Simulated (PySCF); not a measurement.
CH8ClNSi3, SMILES N[Si@@]1(Cl)C[SiH2][SiH2]1. Geometry: PBE0-D3(BJ)/def2-SVP. The structure was generated by enumeration; whether it is a known compound was not checked. Other conformers were not sampled.

Computed equilibrium geometry at PBE0-D3(BJ)/def2-SVP (PySCF confirms it by a frequency run) as Cartesian coordinates in Å (one conformer of several):
```xyz
14

N      1.6313    -1.0217     0.8146
Si     0.6364     0.0154    -0.1348
Cl     1.6975     1.2685    -1.4344
C     -0.6315    -1.0516    -1.0320
Si    -1.9088    -1.1122     0.3910
Si    -1.0132     0.8884     1.2805
H      2.1129    -1.7980     0.3707
H      2.1983    -0.6257     1.5568
H     -0.2776    -2.0191    -1.4206
H     -1.0645    -0.4794    -1.8702
H     -1.6832    -2.2857     1.2871
H     -3.3308    -1.1108    -0.0725
H     -0.7410     1.0213     2.7430
H     -1.7028     2.1113     0.7652
```
Charge 0, spin multiplicity 1.
